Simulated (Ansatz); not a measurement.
`[OH][GeH2][C]#C[SiH3]` and `CC#[C][GeH2][OH]` differ in one atom or group.

Ansatz, PBE0-D4/def2-TZVP geometries, multiplicity 1. Each molecule was computed in one conformer, which needn't be the lowest.

Scalar relativity is left out up to krypton.

```json
{"property": "HOMO energy (B3LYP/def2-TZVPP) / eV", "`[OH][GeH2][C]#C[SiH3]`": "-7.97"}
{"property": "LUMO energy (PBE/def2-TZVPP) / eV", "`[OH][GeH2][C]#C[SiH3]`": "-1.80"}
{"property": "size of the dipole moment (B3LYP/def2-TZVPP) / D", "`[OH][GeH2][C]#C[SiH3]`": "1.27"}
{"property": "LUMO energy (PBE0/def2-TZVPP) / eV", "`[OH][GeH2][C]#C[SiH3]`": "-0.93"}
{"property": "size of the dipole moment (ωB97M-V/def2-TZVPP) / D", "`[OH][GeH2][C]#C[SiH3]`": "1.27"}
{"property": "size of the dipole moment (PBE/def2-TZVPP) / D", "`[OH][GeH2][C]#C[SiH3]`": "1.16"}
```

(1) Give the same properties after the change, and the shifts. (Best estimate.)

## Answers

(1) The calculation gave: 
```csv
property,`CC#[C][GeH2][OH]`,shift
HOMO energy (B3LYP/def2-TZVPP) / eV,-7.51,0.46
LUMO energy (PBE/def2-TZVPP) / eV,-1.09,0.71
size of the dipole moment (B3LYP/def2-TZVPP) / D,2.67,1.40
LUMO energy (PBE0/def2-TZVPP) / eV,-0.21,0.72
size of the dipole moment (ωB97M-V/def2-TZVPP) / D,2.66,1.39
size of the dipole moment (PBE/def2-TZVPP) / D,2.62,1.46
```

With PBE0 the HOMO rises by 0.47 eV and the LUMO rises by 0.72 eV, so the gap widens by about 0.25 eV. PBE moves the HOMO by 0.45 eV and ωB97M-V by 0.44 eV. Dipoles are sizes alone; their direction can turn.

B3LYP here is the variant with VWN-RPA as its local correlation; programs differ in this.
